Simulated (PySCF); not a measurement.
Si(CF3)(Cl)2(H) (CHCl₂F₃Si), SMILES Cl[SiH](Cl)C(F)(F)F.

Geometry: ωB97X-D3(BJ)/def2-SVP.

Two levels are set side by side: PBE/def2-TZVP (PySCF) and r2SCAN/def2-TZVP (PySCF). Same geometry, gas phase. Differences are taken from unrounded values.

```
quantity                     r2SCAN
---------------------------  ------
orbital gap (eV)               7.32
highest occupied level (eV)   -8.31
lowest empty level (eV)       -0.99
dipole moment (D)              1.40
mean polarisability (bohr³)    60.4
```

Question: What does PBE give, and how far is it from r2SCAN? (The exact figures need the calculation; the answer reports its results.)

Answer: 
```tsv
quantity	PBE	PBE minus r2SCAN
orbital gap (eV)	6.61	-0.71
highest occupied level (eV)	-7.93	0.38
lowest empty level (eV)	-1.32	-0.33
dipole moment (D)	1.30	-0.10
mean polarisability (bohr³)	62.4	2.1
```

Rough cost on one machine, each run with all the roots and properties that it gave: r2SCAN against PBE about 3 times.
